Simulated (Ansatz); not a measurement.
Species: H2BO, charge 0, doublet. H2BO (SMILES [O]B, doublet).
B3LYP-D3(BJ)/def2-TZVP minimum from Ansatz (a first-principles code):
```xyz
4

B      0.0438    -0.0198     0.5998
H     -0.8593     0.3906     1.2918
H      1.0358    -0.4704     1.1249
O     -0.0495     0.0223    -0.6769
```
Charge 0, spin multiplicity 2.

Total energies in aug-cc-pVDZ, 11 correlated electrons, 2 frozen orbitals. Open shells are spin-unrestricted; no spin-orbit coupling. Cores are frozen in correlated methods. No relativity.

| method | program | energy (Eh) | minus CCSDT(Q) (mEh) |
|---|---|---|---|
| HF | Ansatz | -100.71165 | 286.21 |
| MP2 | Ansatz | -100.95440 | 43.46 |
| CCSD | Ansatz | -100.98786 | 10.00 |
| CCSD(T) | Ansatz | -100.99591 | 1.95 |
| CCSDT(Q) | Ansatz | -100.99786 | 0.00 |

Rough core times of Ansatz's runs on a shared machine: CCSD(T) under 20 s, CCSDT(Q) 3 min.
